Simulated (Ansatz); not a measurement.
Ansatz results at the PBE0-D4/def2-TZVP geometry: HOMO–LUMO gap (PBE0/def2-TZVPP) 6.16 eV; HOMO–LUMO gap (PBE/def2-TZVPP) 3.68 eV; HOMO energy (PBE/def2-TZVPP) -6.14 eV.

Each molecule was computed in one conformer, which needn't be the lowest.

Question: Which molecule gave them?
A. `[SH][Ti]([SH])([SH])[SH]`
B. `C[Se][Ti]([OH])([F])[Cl]`
C. `[SiH3][O][Ti]([O][SiH3])([O][SiH3])[O][SiH3]`
D. `[NH2][Ti]([OH])([OH])[F]`

Answer: D. The others give `C[Se][Ti]([OH])([F])[Cl]`: 4.50, 2.54, -5.96; `[SH][Ti]([SH])([SH])[SH]`: 4.85, 2.78, -6.66; `[SiH3][O][Ti]([O][SiH3])([O][SiH3])[O][SiH3]`: 7.09, 4.70, -7.26.
